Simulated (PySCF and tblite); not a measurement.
Results of a calculation; reference values are marked as such.
Dynamics report: pyramidal inversion

System: C₅H₁₃GeN, numbered as in [CH3:1][CH2:2][GeH2:3][C@@H:4]1[CH2:5][CH2:6][NH:7]1.

Motion: pyramidal inversion at N7. Level: PBE0/pcSseg-1 + D3(BJ), IEF-PCM benzene on GFN2-xTB stationary points, with GFN2-xTB thermal terms. Rate constants are transition-state-theory values, counting equivalent paths, without tunnelling. (PySCF 2.14 with density fitting, tblite 0.8.)

```json
{"point": "start", "symmetry": "C1", "E(GFN2) kcal/mol": "0.0", "E(DFT) kcal/mol": "0.0", "ZPE change kcal/mol": "0.00", "lowest mode cm⁻¹": "21", "dipole D": "1.85"}
{"point": "saddle", "symmetry": "C1", "E(GFN2) kcal/mol": "6.5", "E(DFT) kcal/mol": "5.7", "ZPE change kcal/mol": "-1.23", "lowest mode cm⁻¹": "645i", "dipole D": "1.24"}
{"point": "end", "symmetry": "C1", "E(GFN2) kcal/mol": "1.0", "E(DFT) kcal/mol": "-0.1", "ZPE change kcal/mol": "-0.07", "lowest mode cm⁻¹": "39", "dipole D": "1.63"}
```

```
Electronic barrier                                      : 5.7 kcal/mol
Barrier with zero-point energy                          : 4.4 kcal/mol
ΔH‡ (298 K)                                             : 4.3 kcal/mol
ΔS‡ (298 K, symmetry apart)                             : -1.0 cal/(mol K)
Paths                                                   : 1 equivalent path
End point                                               : a different minimum
Mean lifetime of the start against this motion at 298 K : 400 ps
Cost                                                    : 2.4 min on 1 thread of Arm Neoverse V1 (shared host) (rough), peak memory 1 GiB, launched as `OMP_NUM_THREADS=1 python ens_run.py task.json out`
```

```csv
T/K,ΔG‡ kcal/mol,k s⁻¹,ΔG kcal/mol,k back s⁻¹
200,4.6,4.2×10⁷,0.0,4×10⁷
250,4.6,4.9×10⁸,0.0,5.3×10⁸
298,4.6,2.5×10⁹,0.1,2.8×10⁹
350,4.7,8.7×10⁹,0.1,1×10¹⁰
400,4.7,2.2×10¹⁰,0.2,2.7×10¹⁰
```

ΔG and ΔG‡ leave out symmetry numbers and mirror images; rates count paths: 1 out, 1 back.

Spin–orbit effects of heavy atoms on shieldings are missing.
